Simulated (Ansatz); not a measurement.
`FC[TeH]` + `N[AsH2]` → `N[AsH][TeH]` + `CF` at 600 K and 1 bar (ligand exchange at a Te–C bond).

Gas-phase electronic energies from Ansatz, PBE0-D4/def2-TZVP geometries. CBS: MP2 limit from def2 TZ/QZ plus the TZ coupled-cluster correction, frozen cores. This one scheme is used for every species. Elements past krypton have def2 core potentials. For As, Te outer-core shells are correlated without core-valence functions, which leaves a few kJ/mol of doubt a bond. Scalar relativity is left out up to krypton. One conformer a species, not always the lowest.

```
      species  CCSD(T)/CBS energy (Eh)  H − E (kJ/mol)  S (J/(mol·K))
    `FC[TeH]`               -407.34762           132.3          349.3
    `N[AsH2]`              -2292.09958           143.7          315.6
`N[AsH][TeH]`              -2559.85306           157.0          403.0
         `CF`               -139.63461           127.6          254.6
```

H − E and S are ideal-gas, rigid-rotor, harmonic terms from PBE0-D4/def2-TZVP, for one conformer and one mirror image of each species. 1 Eh = 2625.50 kJ/mol, R = 8.31446 J/(mol·K).

Task: By hand: ΔE, ΔH, ΔS and ΔG.

Result: ΔE = (-2559.85306) + (-139.63461) − (-407.34762) − (-2292.09958) = -0.04047 Eh = -106.3 kJ/mol. Δ(H − E) = 157.0 + 127.6 − 132.3 − 143.7 = 8.6, so ΔH = -97.7 kJ/mol. ΔS = 403.0 + 254.6 − 349.3 − 315.6 = -7.3 J/(mol·K). ΔG = -97.7 − 600 × (-7.3)/1000 = -93.3 kJ/mol.

Task: By hand: the equilibrium constant, and the temperature at which ΔG would vanish if ΔH and ΔS stayed fixed.

Result: log₁₀ K = −ΔG/(RT ln 10) = 8.1. ΔG = 0 at ΔH/ΔS = 13384 K, far beyond where these terms or the molecules hold.

The number of gas molecules stays the same, so ΔS is small and ΔH decides. A doubt of 5 kJ/mol in ΔE shifts log₁₀ K by 0.4 here. Other conformers and mirror images would add mixing entropy, several J/(mol·K) or more a flexible species. These are equilibria of isolated gas molecules and say nothing of rates. Largest T1 diagnostic: 0.012 (customary marks: 0.02 for closed shells, 0.045 for open ones).
